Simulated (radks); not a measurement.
Results of a calculation; reference values are marked as such.
Q: Species: Sc3+. Configuration: [Ne] 3s2 3p5 4s1 (not the ground configuration). Level of theory: Dirac Kohn-Sham, PW91, spin-unpolarised, spherical densities, point nucleus; open shells fill j = l - 1/2 first (a radial shooting solver on a logarithmic mesh with Libxc functionals).

Spin-orbit splittings of the eigenvalues, e(l+1/2) - e(l-1/2), with zeta = 2 splitting/(2l+1) and mean radii in bohr:

| shell | occ. | splitting (eV) | zeta (eV) | <r> j=l-1/2 | <r> j=l+1/2 |
|---|---|---|---|---|---|
| 2p | 6 | ? | ? | 0.3055 | 0.3082 |
| 3p | 5 | 0.5817 | 0.3878 | 1.093 | 1.099 |

Estimate the 2p splitting.

A: 4.654 eV (zeta = 3.103 eV).
